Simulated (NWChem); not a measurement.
System: H₂TeS₂; SMILES S[Te]S

Here is an NWChem input.

```
start job
memory heap 200 mb stack 900 mb global 1100 mb
geometry units angstroms noautoz
  Te     0.000000     0.000000     0.559981
  S      1.926552    -0.038278    -0.932716
  H      2.029669     1.312883    -1.102511
  S     -1.926552     0.038278    -0.932716
  H     -2.029669    -1.312883    -1.102511
end
basis spherical
  * library def2-svpd
end
ecp
  Te library def2-ecp
end
dft
  xc bhlyp
  iterations 150
  vectors input atomic output neutral.movecs
end
task dft energy
charge 1
dft
  odft
  mult 2
  vectors input atomic output cation.movecs
end
task dft energy
charge -1
dft
  odft
  mult 2
  vectors input atomic output anion.movecs
end
task dft energy
```

Excerpt of the output:

```
             Northwest Computational Chemistry Package (NWChem) 7.3.0
             --------------------------------------------------------

 C2  symmetry detected

                             Geometry "geometry" -> ""
                             -------------------------

 Output coordinates in angstroms (scale by  1.889725989 to convert to a.u.)

  No.       Tag          Charge          X              Y              Z
 ---- ---------------- ---------- -------------- -------------- --------------
    1 Te                  52.0000     0.00000000     0.00000000     0.59408474
    2 S                   16.0000     1.92644127    -0.04349553    -0.89861226
    3 H                    1.0000     2.03321723     1.30738124    -1.06840726
    4 S                   16.0000    -1.92644127     0.04349553    -0.89861226
    5 H                    1.0000    -2.03321723    -1.30738124    -1.06840726

 Effective nuclear repulsion energy (a.u.)     431.7474752580

      Symmetry information
      --------------------

 Group name             C2
 Group number              4
 Group order               2
 No. of unique centers     3

                                 NWChem DFT Module
                                 -----------------

 Summary of "ao basis" -> "ao basis" (spherical)
 ------------------------------------------------------------------------------
       Tag                 Description            Shells   Functions and Types
 ---------------- ------------------------------  ------  ---------------------
 Te                        def2-svpd                13       35   5s5p3d
 S                         def2-svpd                11       27   5s4p2d
 H                         def2-svpd                 4        8   2s2p

      Symmetry analysis of basis
      --------------------------

        a          54
        b          51

            General Information
            -------------------
          SCF calculation type: DFT
          Wavefunction type:  closed shell.
          No. of atoms     :     5
          No. of electrons :    58
           Alpha electrons :    29
            Beta electrons :    29
          Charge           :     0
          Spin multiplicity:     1
          Use of symmetry is: on ; symmetry adaption is: on
          Maximum number of iterations: 150
          AO basis - number of functions:   105
                     number of shells:    43
          Convergence on energy requested:  1.00D-06
          Convergence on density requested:  1.00D-05
          Convergence on gradient requested:  5.00D-04

              XC Information
              --------------
                        BHLYP Method XC Functional
                     Hartree-Fock (Exact) Exchange  0.500
                        Slater Exchange Functional  0.500 local
                    Becke 1988 Exchange Functional  0.500 non-local
              Lee-Yang-Parr Correlation Functional  1.000

             Grid Information
             ----------------
          Grid used for XC integration:  medium
          Radial quadrature: Mura-Knowles
          Angular quadrature: Lebedev.
          Tag              B.-S. Rad. Rad. Pts. Rad. Cut. Ang. Pts.
          ---              ---------- --------- --------- ---------
          Te                  1.40      123          12.0       590
          S                   1.00       88          14.0       590
          H                   0.35       45          13.0       434
          Grid pruning is: on
          Number of quadrature shells:   256
          Spatial weights used:  Erf1

      Superposition of Atomic Density Guess
      -------------------------------------

 Sum of atomic energies:       -1106.92357006

      Non-variational initial energy
      ------------------------------

 Total energy =   -1063.085850
 1-e energy   =   -2019.268447
 2-e energy   =     729.059347
 HOMO         =      -0.230267
 LUMO         =      -0.053837

      Symmetry analysis of molecular orbitals - initial
      -------------------------------------------------

  Numbering of irreducible representations:

     1 a           2 b

  Orbital symmetries:

     1 b           2 a           3 b           4 a           5 a
     6 b           7 a           8 a           9 b          10 a
    11 b          12 b          13 a          14 b          15 b
    16 a          17 a          18 a          19 b          20 a
    21 b          22 a          23 b          24 a          25 b
    26 a          27 a          28 b          29 b          30 a
    31 b          32 a          33 b          34 a          35 b
    36 a          37 b          38 b          39 a

   convergence    iter        energy       DeltaE   RMS-Dens  Diis-err
 ---------------- ----- ----------------- --------- --------- ---------
 d= 0,ls=0.0,diis     1  -1065.2871128942 -1.29D+03  7.75D-03  2.17D-01
 d= 0,ls=0.0,diis     2  -1065.3124892374 -2.54D-02  3.20D-03  6.09D-02
 d= 0,ls=0.0,diis     3  -1065.3216682747 -9.18D-03  1.03D-03  7.75D-03
 d= 0,ls=0.0,diis     4  -1065.3229132477 -1.24D-03  2.28D-04  5.41D-04
 d= 0,ls=0.0,diis     5  -1065.3230104070 -9.72D-05  6.17D-05  1.44D-05
  Resetting Diis
 d= 0,ls=0.0,diis     6  -1065.3230142108 -3.80D-06  1.55D-05  2.52D-06
 d= 0,ls=0.0,diis     7  -1065.3230147650 -5.54D-07  4.77D-06  3.34D-08

         Total DFT energy =    -1065.323014765039
      One electron energy =    -2020.433525188695
           Coulomb energy =      800.772204497226
    Exchange-Corr. energy =      -72.784945014565
 Nuclear repulsion energy =      227.123250940995

 Numeric. integr. density =       57.999995342763

                  Occupations of the irreducible representations
                  ----------------------------------------------

                     irrep           alpha         beta
                     --------     --------     --------
                     a                15.0         15.0
                     b                14.0         14.0

[...]
```

Level: BHandHLYP/def2-SVPD with def2 effective core potentials on Te, vertical spin-unrestricted ions. Coordinates come from a PBE-D3(BJ)/def2-SVP optimisation. def2 effective core potentials on Te; no spin-orbit coupling.
